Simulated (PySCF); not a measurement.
(SiH3)(GeH3)PPF2, F2GeH6P2Si.
SMILES with atom numbers: `[F:1][P:2]([F:3])[P:4]([SiH3:5])[GeH3:6]` (hydrogens: H7, H8, H9 on Si5; H10, H11, H12 on Ge6)

Level: B3LYP/def2-SVPD in PySCF, non-relativistic, on one gas-phase PBE0-D3(BJ)/def2-SVP geometry that isn't relaxed in the solvent. The solvent is an IEF-PCM continuum (Bondi radii, 1.10 Å for H, scaled by 1.2), and excitations are vertical TDDFT with non-equilibrium linear response and a frozen core. Only the electrostatic response of the medium enters. Spin–orbit coupling is left out although an atom past zinc is present.

Gas-phase singlets (H = HOMO, L = LUMO):

```csv
state,E (eV),λ (nm),f,leading configurations
S1,4.708,263,0.008,"H→L 90%, H→L+1 9%"
S2,5.288,234,0.108,H→L+1 77%
S3,5.665,219,0.008,"H-1→L 72%, H→L+2 25%"
S4,5.747,216,0.032,"H→L+2 51%, H-1→L+1 22%"
S5,5.891,210,0.018,H→L+3 82%
```

Q: What are the lowest 5 singlets in benzene (ε = 2.271)?

A: 
| state | E (eV) | λ (nm) | f | leading configurations | change by rank (eV) |
| --- | --- | --- | --- | --- | --- |
| S1 | 4.702 | 264 | 0.012 | H→L 92% | -0.006 |
| S2 | 5.224 | 237 | 0.188 | H→L+1 84% | -0.064 |
| S3 | 5.663 | 219 | 0.003 | H-1→L 82%, H→L+2 16% | -0.002 |
| S4 | 5.746 | 216 | 0.050 | H→L+2 68%, H-1→L+1 16% | -0.001 |
| S5 | 5.910 | 210 | 0.035 | H→L+3 72%, H-1→L+1 15% | +0.019 |

Q: What are the lowest 5 singlets in acetonitrile (ε = 35.69)?

A: 
```
state  E (eV)  λ (nm)      f  leading configurations  change by rank (eV)
   S1   4.735     262  0.010                 H→L 91%               +0.027
   S2   5.267     235  0.170               H→L+1 83%               -0.021
   S3   5.681     218  0.000               H-1→L 88%               +0.016
   S4   5.798     214  0.034  H→L+2 69%, H-1→L+1 22%               +0.051
   S5   5.955     208  0.050  H→L+3 42%, H-1→L+1 34%               +0.064
```

Q: How do the frontier levels move from gas to acetonitrile?

A: 
```csv
orbital,gas (eV),solvent (eV),change (eV),"Löwdin shares, gas","Löwdin shares, solvent"
LUMO+2,-0.57,-0.33,+0.24,"Ge6 26 %, P4 24 %, Si5 10 %, H10 9 %","P4 26 %, Ge6 25 %, H10 10 %, Si5 9 %"
LUMO+1,-1.16,-1.01,+0.15,"P2 35 %, P4 26 %, Ge6 10 %, Si5 8 %","P2 37 %, P4 26 %, Ge6 9 %, F3 8 %"
LUMO,-1.34,-1.18,+0.16,"P2 33 %, P4 14 %, Ge6 11 %, F1 10 %","P2 35 %, P4 14 %, F1 11 %, Ge6 10 %"
HOMO,-7.11,-6.99,+0.12,"P4 44 %, P2 32 %, F1 6 %, F3 6 %","P4 45 %, P2 31 %, F1 6 %, F3 6 %"
HOMO-1,-8.05,-7.89,+0.16,"P4 40 %, P2 16 %, Ge6 10 %, Si5 9 %","P4 39 %, P2 17 %, Ge6 10 %, Si5 8 %"
HOMO-2,-8.74,-8.51,+0.23,"P4 35 %, Ge6 20 %, Si5 19 %, H11 10 %","P4 34 %, Ge6 20 %, Si5 19 %, H11 10 %"
HOMO-3,-9.73,-9.45,+0.28,"Ge6 30 %, H12 18 %, H10 16 %, P2 10 %","Ge6 36 %, H12 22 %, H10 19 %, P2 7 %"
```

The HOMO–LUMO gap goes from 5.76 to 5.81 eV.

Shape of the structure used: `[F:1][P:2]([F:3])[P:4]([SiH3:5])[GeH3:6]`: F1–P2–P4–Si5 -81°.
